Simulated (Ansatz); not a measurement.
A calculation with Ansatz (development build ahead of 0.2.0).

```yaml
crystal:
  periodic: [false, false, false]
  atoms:
    - { symbol: H, position_ang: [0.11653, 1.30955, 0.31523] }
    - { symbol: Be, position_ang: [0.00974, 0.01657, 0.00011] }
    - { symbol: H, position_ang: [-0.09674, -1.27555, -0.31478] }
basis:
  gaussian: { orbitals: def2-SVP }
total_charge: 1
magnetization:
  spin_polarized: true
  initial_magnetization: 1
hamiltonian:
  xc: pbe0
output:
  forces: true
```

The input is written out in the form of the current development build from the run's settings.

Output:

```json
{
  "Converged": "yes",
  "Total energy": "-15.42107 hartree",
  "Spin squared of the determinant": "0.765",
  "Stability test": "minimum"
}
```

Forces (eV/Å):
| atom | Fx | Fy | Fz |
| --- | --- | --- | --- |
| H1 | 0.139 | 1.678 | 0.409 |
| Be2 | 0.000 | 0.008 | 0.002 |
| H3 | -0.139 | -1.686 | -0.411 |
